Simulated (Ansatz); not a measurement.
Isolated molecules relaxed with PBE0-D4/def2-TZVP in Ansatz; ΔE leaves out vibrations. CCSD(T)/CBS is the MP2 limit (def2-TZVPP, def2-QZVPP) plus CCSD(T) − MP2 in def2-TZVPP, frozen cores. This one scheme is used for every species, atoms too. No spin–orbit coupling; open shells (•) take unrestricted orbitals. Spin–orbit coupling would lower the free atoms: a little for Cl. Each species was taken in one conformer, which may not be the lowest.

Consider the homolysis of the Cl–Si bond: `F[SiH2]C[SiH2]Cl` → Cl• + `F[SiH2]C[SiH2]`•.

```
           species  CCSD/CBS(def2) energy (Eh)
`F[SiH2]C[SiH2]Cl`                 -1179.48862
               Cl•                  -459.70389
 `F[SiH2]C[SiH2]`•                  -719.60472
```

Question: Work out ΔE.

Answer: ΔE = (-459.70389) + (-719.60472) − (-1179.48862) = 0.18001 Eh = +472.6 kJ/mol. CCSD(T)/CBS gives +482.1 kJ/mol.

Largest T1 diagnostic among the species: 0.012.

The D4 term adds +7.6 kJ/mol with B3LYP and +4.2 kJ/mol with PBE0; it sums over pairs of atoms, weighted by their polarisabilities, and B3LYP, whose exchange is more repulsive, gets the larger term. From BLYP to BHLYP (50 % exact exchange), in def2-TZVPP and without D4, ΔE moves by +5.7 kJ/mol.

B3LYP here is the variant with VWN-RPA as its local correlation; programs differ in this.
